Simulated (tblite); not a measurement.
Here is a computed GFN2-xTB geometry (Å):
```
atom  x, y, z in Å
C1     1.823   -0.097    0.608
C2     0.629    0.174   -0.263
N3     0.408    1.190   -0.963
C4    -0.409   -0.927   -0.250
O5    -1.643   -0.514   -0.823
C6    -2.334    0.364   -0.118
O7    -2.067    0.772    0.974
H8     1.533    0.022    1.652
H9     2.628    0.602    0.388
H10    2.178   -1.116    0.468
H11    1.127    1.908   -0.935
H12   -0.067   -1.771   -0.855
H13   -0.573   -1.255    0.783
H14   -3.234    0.647   -0.688
```

Charge 0, singlet.

(1) Which heavy atoms are bonded, and with what formal order?

(2) Which species is it?

(3) What is the point group of this geometry?

(4) Describe the place of each heavy atom.

(5) What is the arrangement about C2?

(6) What is the arrangement about N3?

## Answers

(1) C1–C2 1.50 Å (single); C2–N3 1.25 Å (double); C2–C4 1.51 Å (single); C4–O5 1.42 Å (single); O5–C6 1.32 Å (single); C6–O7 1.20 Å (double). Bonds to hydrogen (Å): C1–H8 1.09; C1–H9 1.09; C1–H10 1.09; N3–H11 1.02; C4–H12 1.09; C4–H13 1.10; C6–H14 1.10.

(2) `[H]/N=C(\C)COC=O`, C4H7NO2. Among its features: ester and imine.

(3) C1 (no symmetry element, even within 0.4 Å).

(4) C1: methyl carbon; C2: imine carbon; N3: imine nitrogen; C4: sp3 carbon bound to oxygen; O5: ester single-bonded oxygen; C6: ester carbonyl carbon; O7: ester carbonyl oxygen.

(5) It has 3 neighbours (C1, N3, C4) and is planar (angles 127.6°, 118.2° and 114.2°, sum 360.0°, 0.01 Å off the plane of its three neighbours).

(6) It has 2 neighbours (C2, H11) and is bent (angle 115.6°).
